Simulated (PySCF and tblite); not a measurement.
Results of a calculation; reference values are marked as such.
Molecule: C5H9GeN, numbered as in [CH:1]#[C:2][C@:3]1([CH3:4])[CH2:5][GeH2:6][NH:7]1; H named by carrier, a and b as here (out-of-plane angle 30°, Å):

```
C1      -0.831    2.574   -0.077
C2      -0.307    1.498   -0.035
C3       0.288    0.179    0.071
C4       1.810    0.306    0.045
C5      -0.274   -0.767   -1.019
Ge6     -1.304   -1.667    0.412
N7      -0.156   -0.540    1.288
H1      -1.276    3.522   -0.131
H4a      2.134    0.734   -0.902
H4b      2.254   -0.678    0.173
H4c      2.145    0.949    0.856
H5a      0.509   -1.365   -1.480
H5b     -0.825   -0.242   -1.795
H6a     -1.032   -3.099    0.809
H6b     -2.801   -1.424    0.506
H7      -0.319    0.057    2.086
```

The mean out-of-plane torsion at N7 (0° is planar) is held and the rest relaxed at GFN2-xTB. Energies: PBE0/pcSseg-1 + D3(BJ), IEF-PCM cyclohexane. Couplings: B3LYP/pcseg-1 with H pcJ-1 N pcJ-1, gas phase, for ¹H, ¹⁵N. Programs: tblite and PySCF.

One held structure gave ¹J(N7,H7) = -76.1, ²J(N7,H6b) = -9.3, ²J(N7,H6a) = 0.9, ⁴J(H5a,H7) = 4.9, ³J(N7,H5a) = -5.9, ⁴J(H5b,H7) = -1.5, ³J(N7,H5b) = 0.1, ²J(H6a,H6b) = 36.3 Hz.

Q: At which out-of-plane angle was it held?
A. -30°
B. -16°
C. 16°
D. 30°
E. 0°

A: A. It lies 0.69 kcal/mol above the lowest point.

Spin–orbit effects of heavy atoms are missing.
